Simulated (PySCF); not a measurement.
Isomers of C4H7F3Si, one GFN2-xTB conformer each. Single-point energies are computed at PBE0/pcSseg-1 (PySCF, gas phase, no added dispersion term), electronic only.

```json
{"SMILES": "F/C=C(\\F)[C@H]([SiH3])CF", "GFN2-xTB relative energy (kcal/mol)": "17.4"}
{"SMILES": "FC(F)(F)[C@@H]1CC[SiH2]1", "GFN2-xTB relative energy (kcal/mol)": "0.0"}
{"SMILES": "FC(F)(F)[C@@H]1C[C@H]1[SiH3]", "GFN2-xTB relative energy (kcal/mol)": "3.6"}
```

Conformers: `[F:1]/[CH:2]=[C:3](\[F:4])[C@H:5]([SiH3:6])[CH2:7][F:8]` with C2–C3–C5–Si6 -112°, C3–C5–C7–F8 178°; `[F:1][C:2]([F:3])([F:4])[C@@H:5]1[CH2:6][CH2:7][SiH2:8]1` with C2–C5–C6–C7 -106°, C5–C6–C7–Si8 -9°, C6–C7–Si8–C5 7°, C2–C5–Si8–C7 107°.

Question: What does PBE0/pcSseg-1 give for the same structures?

Answer: 
```
                      SMILES  PBE0/pcSseg-1 E (Eh)  PBE0/pcSseg-1 (kcal/mol)  GFN2-xTB (kcal/mol)  point group
    FC(F)(F)[C@@H]1CC[SiH2]1            -745.01443                       0.0                  0.0           C1
FC(F)(F)[C@@H]1C[C@H]1[SiH3]            -745.00191                       7.9                  3.6           C1
    F/C=C(\F)[C@H]([SiH3])CF            -744.95953                      34.5                 17.4           C1
```

Both levels put the same isomer lowest; measured from each level's own lowest isomer, the values differ by up to 17.1 kcal/mol (F/C=C(\F)[C@H]([SiH3])CF: 17.4 against 34.5). As drawn, the lowest has a four-membered ring and two fluorines on one carbon, which the highest lacks; the highest has a C=C bond outside aromatic rings, which the lowest lacks.

Question: Which frontier levels, dipoles and rotational constants go with these structures?

Answer: 
```tsv
SMILES	HOMO (eV, PBE0/pcSseg-1)	LUMO (eV)	dipole (D)	A, B, C (MHz)
FC(F)(F)[C@@H]1CC[SiH2]1	-8.56	-0.05	2.74	2870, 1346, 1156
FC(F)(F)[C@@H]1C[C@H]1[SiH3]	-8.89	0.51	2.36	3435, 908.9, 851.4
F/C=C(\F)[C@H]([SiH3])CF	-7.28	0.04	1.51	2594, 922.9, 805.3
```
